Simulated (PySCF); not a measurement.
# Gas-phase XPS of `CC#[C][AlH-]1[O+](C)[AlH2-][O+]1C`, computed

Species: C5H12Al2O2.
Cartesian coordinates in Å at the PBE0-D3(BJ)/def2-SVP level; atoms count from 1:
```
atom  x, y, z in Å
C1     3.8912   -1.2242   -0.0687
C2     2.5743   -0.7551    0.3256
C3     1.4650   -0.3564    0.6561
Al4   -0.2739    0.2411    1.1892
O5    -1.0110    1.5584    0.1067
C6    -0.8967    2.9606    0.2102
Al7   -2.2706    0.5277   -0.8056
O8    -1.5318   -0.7907    0.2849
C9    -1.4902   -2.1870    0.0692
H10    3.8698   -2.2955   -0.3242
H11    4.6230   -1.0868    0.7429
H12    4.2590   -0.6777   -0.9515
H13   -0.5944    0.5539    2.7092
H14   -0.1437    3.3386   -0.4991
H15   -0.5971    3.2438    1.2313
H16   -1.8646    3.4391   -0.0066
H17   -3.7292    1.0040   -0.3823
H18   -1.9113    0.2161   -2.3247
H19   -0.4524   -2.5490    0.1405
H20   -1.8697   -2.4275   -0.9360
H21   -2.1092   -2.7075    0.8165
```

Level of theory: delta-SCF UKS SCAN, pcX-2 on the ionised atom, pcseg-1 elsewhere, spin-free X2C (PySCF 2.14.0). Vertical ΔSCF values, vacuum level as zero.

**Question.** What binding energy does each computed site have?

**Answer.** 
```
atom(s)                       environment  level  binding energy (eV)  above the level's lowest (eV)  count
     C1                propargylic carbon   C 1s               291.51                          +2.59      1
     C2                     alkyne carbon   C 1s               289.99                          +1.07      1
     C3                     alkyne carbon   C 1s               288.92                           0.00      1
    Al4  aluminium bonded to C, 2 O and H  Al 1s              1566.66                           0.00      1
  O5/O8       oxygen bonded to 2 Al and C   O 1s               538.64                           0.00      2
  C6/C9                   O-methyl carbon   C 1s               292.81                          +3.89      2
    Al7   aluminium bonded to 2 O and 2 H  Al 1s              1566.67                          +0.01      1
```

Lowest listed C 1s: C3, bonded to C (triple bond) and Al. Highest, 3.89 eV above it: C6/C9, bonded to O and 3 H.

The 2 Al 1s values lie within 0.01 eV of each other; Gaussian lines of 0.5 eV full width would blend them into one maximum.

**Question.** Which effective nuclear charge Zeff reproduces each element's mean 1s value in the hydrogen-like formula E = 13.606 eV × Zeff²?

**Answer.** C (Z = 6): mean 291.2 eV, Zeff = 4.63, Z − Zeff = 1.37; O (Z = 8): mean 538.6 eV, Zeff = 6.29, Z − Zeff = 1.71; Al (Z = 13): mean 1566.7 eV, Zeff = 10.73, Z − Zeff = 2.27. Means run over the listed sites, weighted by atom count.

Topologically equivalent atoms share the value of their first member; where this conformer doesn't relate them by symmetry, their own values could differ. The unrestricted hole states depart most from a pure doublet (⟨S²⟩ = 0.75; over 0.85 named) for C 1s of C2 (0.87), which makes this value less certain. Geometry: PBE0-D3(BJ)/def2-SVP; no solvent, vibrations or thermal averaging.

On Intel Xeon at 2.50 GHz, one thread, no GPU, shared host with 64 logical CPUs at a one-minute load of 44, this took 9.1 min and 0.73 GiB of memory at its peak.
